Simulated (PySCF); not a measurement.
Job for PySCF: R-M06-2X/def2-TZVPPD on CH5N (SMILES CN).

```python
from pyscf import gto, dft

mol = gto.M(
    atom='''
    C    -0.28235628   -0.60096315   -0.16686685
    N     0.25922160    0.61472378    0.44706474
    H    -1.03063703   -1.03298174    0.49794776
    H     0.51842747   -1.33387373   -0.27681043
    H    -0.74243522   -0.45189035   -1.15176554
    H    -0.46966179    1.30864798    0.56599624
    H     0.96804064    1.03219841   -0.14408010
    ''',
    basis='def2-tzvppd',
    charge=0, spin=0, verbose=4, max_memory=1800)
mf = dft.RKS(mol, xc='m062x').density_fit(auxbasis='def2-universal-jkfit')
mf.grids.level = 4
mf.conv_tol = 1e-9
mf.max_cycle = 150
mf.kernel()
mf.dip_moment()
```

Program output:

```
PySCF version 2.14.0

[INPUT] verbose = 4
[INPUT] num. atoms = 7
[INPUT] num. electrons = 18
[INPUT] charge = 0
[INPUT] spin (= nelec alpha-beta = 2S) = 0
[INPUT] symmetry False subgroup None
[INPUT] Mole.unit = angstrom
[INPUT] Symbol           X                Y                Z      unit          X                Y                Z       unit  Magmom
[INPUT]  1 C     -0.282356280000  -0.600963150000  -0.166866850000 AA   -0.533576038751  -1.135655764456  -0.315332645769 Bohr   0.0
[INPUT]  2 N      0.259221600000   0.614723780000   0.447064740000 AA    0.489857829572   1.161659586457   0.844829918550 Bohr   0.0
[INPUT]  3 H     -1.030637030000  -1.032981740000   0.497947760000 AA   -1.947621720535  -1.952052580277   0.940984890741 Bohr   0.0
[INPUT]  4 H      0.518427470000  -1.333873730000  -0.276810430000 AA    0.979685933751  -2.520656034452  -0.523095901123 Bohr   0.0
[INPUT]  5 H     -0.742435220000  -0.451890350000  -1.151765540000 AA   -1.402999231031  -0.853948999834  -2.176521430312 Bohr   0.0
[INPUT]  6 H     -0.469661790000   1.308647980000   0.565996240000 AA   -0.887532154273   2.472986275665   1.069577881134 Bohr   0.0
[INPUT]  7 H      0.968040640000   1.032198410000  -0.144080100000 AA    1.829331687049   1.950572301112  -0.272271929000 Bohr   0.0

nuclear repulsion = 41.9783668735161
number of shells = 61
number of NR pGTOs = 199
number of NR cGTOs = 159
basis = def2-tzvppd
ecp = {}


******** <class 'pyscf.df.df_jk.DFRKS'> ********
method = DFRKS
initial guess = minao
damping factor = 0
level_shift factor = 0
DIIS = <class 'pyscf.scf.diis.CDIIS'>
diis_start_cycle = 1
diis_space = 8
diis_damp = 0
SCF conv_tol = 1e-09
SCF conv_tol_grad = None
SCF max_cycles = 150
direct_scf = False
XC library pyscf.dft.libxc version 7.1.2
    S. Lehtola, C. Steigemann, M. J. T. Oliveira, and M. A. L. Marques,  SoftwareX 7, 1–5 (2018)
XC functionals = m062x
    Y. Zhao and D. G. Truhlar,  Theor. Chem. Acc. 120, 215 (2008)
    Y. Zhao and D. G. Truhlar,  Theor. Chem. Acc. 120, 215 (2008)
radial grids:
    Treutler-Ahlrichs [JCP 102, 346 (1995); DOI:10.1063/1.469408] (M4) radial grids

becke partition: Becke, JCP 88, 2547 (1988); DOI:10.1063/1.454033
pruning grids: <function nwchem_prune>
grids dens level: 4
symmetrized grids: False
atomic radii adjust function: <function treutler_atomic_radii_adjust>
small_rho_cutoff = 0
Set gradient conv threshold to 3.16228e-05
Initial guess from minao.
tot grids = 135024
******** <class 'pyscf.df.df.DF'> ********
auxbasis = def2-universal-jkfit
init E= -95.8553055426685
  HOMO = -0.291403524829299  LUMO = 0.00190048646528947  gap/eV = 7.98121
cycle= 1 E= -95.8287813587935  delta_E= 0.0265  |g|= 0.271  |ddm|= 1.69
  HOMO = -0.255694177333751  LUMO = 0.0223682450725613  gap/eV = 7.56646
cycle= 2 E= -95.8333084291643  delta_E= -0.00453  |g|= 0.252  |ddm|= 0.672
  HOMO = -0.310790262317646  LUMO = 0.0197724061371865  gap/eV = 8.99507
cycle= 3 E= -95.8461765001072  delta_E= -0.0129  |g|= 0.0339  |ddm|= 0.289
  HOMO = -0.307034852036054  LUMO = 0.0202664643116841  gap/eV = 8.90632
cycle= 4 E= -95.8463921104028  delta_E= -0.000216  |g|= 0.00813  |ddm|= 0.0408
  HOMO = -0.307236864572445  LUMO = 0.0202690098455795  gap/eV = 8.91189
cycle= 5 E= -95.8464057745574  delta_E= -1.37e-05  |g|= 0.00284  |ddm|= 0.00828
  HOMO = -0.307267723005843  LUMO = 0.0202050667843644  gap/eV = 8.91099
cycle= 6 E= -95.846407742495  delta_E= -1.97e-06  |g|= 0.000521  |ddm|= 0.00319
  HOMO = -0.307218872211429  LUMO = 0.0202141286661065  gap/eV = 8.90991
cycle= 7 E= -95.8464078244299  delta_E= -8.19e-08  |g|= 7.42e-05  |ddm|= 0.00138
  HOMO = -0.307227220094035  LUMO = 0.0202112943687926  gap/eV = 8.91006
cycle= 8 E= -95.8464078285219  delta_E= -4.09e-09  |g|= 2.04e-05  |ddm|= 0.000436
  HOMO = -0.307228770447232  LUMO = 0.0202111026611942  gap/eV = 8.91009
cycle= 9 E= -95.8464078288569  delta_E= -3.35e-10  |g|= 3.85e-06  |ddm|= 0.000134
  HOMO = -0.307228153708436  LUMO = 0.020211088312178  gap/eV = 8.91008
Extra cycle  E= -95.8464078288639  delta_E= -6.96e-12  |g|= 2.46e-06  |ddm|= 1.08e-05
converged SCF energy = -95.8464078288639
Dipole moment(X, Y, Z, Debye): -0.50938,  0.34787, -1.16393
```

The calculation finished and met its thresholds.

Cost: roughly 21 core-seconds.
